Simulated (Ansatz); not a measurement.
The same path of H3N + H4Sn (9 atoms, charge 0, multiplicity 1) was run twice with different band settings. Lost on the way: Sn1–H2, N6–H9. Made: Sn1–N6, H2–H9.

Method: RKS PBE-D4/def2-SVP in Ansatz.

Relaxed end points:

```xyz
9
Properties=species:S:1:pos:R:3
Sn 0.341 0.037 -0.094
H 0.536 -0.117 1.613
H 1.902 0.078 -0.836
H -0.494 1.500 -0.461
H -0.538 -1.312 -0.710
N -2.937 -0.054 1.484
H -2.855 -0.716 0.700
H -2.708 0.871 1.099
H -2.175 -0.288 2.133
```

```xyz
9
Properties=species:S:1:pos:R:3
Sn -0.544 0.121 -0.710
H -0.365 -0.281 3.417
H 0.944 -0.114 0.162
H -0.574 1.693 -1.422
H -0.738 -1.124 -1.889
N -2.257 0.029 0.459
H -2.336 -0.865 0.962
H -2.274 0.768 1.175
H -0.786 -0.227 2.774
```

Common settings: movable images 5; climbing image yes; spring 5.0 eV/Å²; optimiser quadratic models (default); start path through a guess of the saddle point; iteration limit 60; end points relaxed.

| run | force threshold |
| --- | --- |
| 1 | 0.05 eV/Å |
| 2 | 0.5 eV/Å |

(1) What does each run give, and how far can it be trusted?

## Answers

(1) Run 1: converged after 29 iterations, highest image 1.575 eV above the first end. Beside the main top the profile has a ripple of under 15 meV (maxima at images 3, 5), which may be a very shallow well or noise. A structure lower than the last end lies on the path between it and the top, so the climb from that side starts below the end, which may itself be a saddle point or a shallow side well. A vibrational analysis at the climbing image gives one clearly imaginary mode, 1306i cm⁻¹: a first-order saddle point.
Run 2: converged after 14 iterations, highest image 1.661 eV above the first end. The threshold of 0.5 eV/Å is loose, so the images may lie well off the minimum-energy path. Neighbouring images differ by up to 1.2 eV, so the band resolves the path poorly. The order of the stationary point at the top wasn't checked.
The orbitals stay closed-shell, which can raise the energy where a bond breaks towards radicals; this wasn't checked here.
